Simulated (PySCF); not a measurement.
All values below come from CAM-B3LYP-D3(BJ)/def2-TZVP (PySCF 2.14.0). Gas-phase values, no solvent. Excitations are Tamm–Dancoff values on a coarser integration grid. The basis has no diffuse functions, so Rydberg states are missing or too high.

Reference species (SMILES): `C1C=CC=1` (neutral, multiplicity 1).

```
Item                       Value
----------------------  --------
HOMO                    -6.91 eV
HOMO–LUMO gap            6.56 eV
S1–T1 gap (TDA)          1.76 eV
S1 oscillator strength     0.000
```

After one change: the HOMO decreases by 1.41 eV; the HOMO–LUMO gap goes up by 1.26 eV; the S1–T1 gap (TDA) falls by 0.49 eV; the S1 oscillator strength hardly moves.

**Question.** What was changed between the two runs? The new species is one of these.
A. `C=C=C=C`
B. `C#CC=C`
C. `C=C1C=C1`

**Answer.** A, `C=C=C=C`
